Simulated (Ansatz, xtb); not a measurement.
Process, species as SMILES: CN[SiH](NC)NC + 6 [H][H] (H2) → 3 C (CH4) + 3 N (NH3) + [SiH4] (SiH4)
Each molecule is optimised on its own at B3LYP-D3(BJ)/def2-TZVP (Ansatz, a first-principles code), one conformer each, not searched for the lowest.

Property: energy of full hydrogenation (electronic energy difference), in kJ/mol. Correlated levels leave the core frozen unless marked. Spin-orbit coupling is left out. Non-relativistic unless marked X2C. CBS(X,Y): correlation extrapolated as X^-3; Hartree-Fock from the larger set. The bracket is a focal-point correction in the basis named.

| level | program | energy of full hydrogenation (kJ/mol) | minus last row |
|---|---|---|---|
| GFN2-xTB | xtb | -228.0 | -19.5 |
| HF/6-31G | Ansatz | -317.3 | -108.8 |
| HF/6-31G* | Ansatz | -292.4 | -83.9 |
| HF/aug-cc-pV(D+d)Z | Ansatz | -343.4 | -134.9 |
| PBE-D3(BJ)/def2-TZVPD | Ansatz + dftd3 | -210.8 | -2.3 |
| B3LYP/def2-TZVPD | Ansatz | -254.1 | -45.6 |
| r2SCANh-D4/def2-TZVPD | Ansatz + dftd4 | -205.4 | 3.1 |
| r2SCANh/def2-TZVPD | Ansatz | -214.8 | -6.3 |
| wB97M-V/def2-TZVPD | Ansatz | -207.8 | 0.7 |
| B2PLYP/def2-TZVPD | Ansatz | -224.3 | -15.8 |
| PBE-QIDH/def2-TZVPD | Ansatz | -211.8 | -3.3 |
| MP2/6-31G | Ansatz | -184.9 | 23.6 |
| MP2/aug-cc-pV(D+d)Z | Ansatz | -242.3 | -33.8 |
| MP2/aug-cc-pV(T+d)Z | Ansatz | -195.8 | 12.7 |
| RI-MP2/CBS(aug-cc-pV(T+d)Z,aug-cc-pV(Q+d)Z) | Ansatz | -186.9 | 21.6 |
| SCS-MP2/aug-cc-pV(D+d)Z | Ansatz | -256.2 | -47.7 |
| SCS-MP2/cc-pV(D+d)Z | Ansatz | -225.1 | -16.6 |
| CCSD/cc-pV(D+d)Z | Ansatz | -251.7 | -43.2 |
| CCSD(T)/cc-pV(T+d)Z | Ansatz | -209.6 | -1.1 |
| X2C-CCSD(T)/cc-pVTZ-DK | Ansatz | -221.5 | -13.0 |
| RI-MP2/CBS(aug-cc-pV(T+d)Z,aug-cc-pV(Q+d)Z)+[CCSD(T)-MP2]/aug-cc-pV(T+d)Z | Ansatz | -208.5 | 0.0 |
